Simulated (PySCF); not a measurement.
C3H10ClNSi, SMILES CN(C)[Si@@H](C)Cl.

Coordinates come from a B3LYP-D3(BJ)/def2-SVP optimisation. The structure was generated by enumeration; whether it is a known compound was not checked. Other conformers were not sampled.

All values below come from PySCF with SMD-ωB97X/def2-SVP.

Solvation free energies are E(SMD) − E(gas) at the gas-phase geometry, for 1 M in both phases. In vacuum the dipole moment is 2.24 D.

Task: Estimate the solvation free energies in water, tetrahydrofuran, 1-octanol. (An estimate is asked for; the answer gives what the named calculation found.)

Result: 
```csv
solvent,ΔG(solv) (kcal/mol),its non-electrostatic (CDS) part,dipole (D)
water,0.5,4.0,2.78
tetrahydrofuran,-4.0,-1.1,2.69
1-octanol,-3.7,-0.6,2.71
```
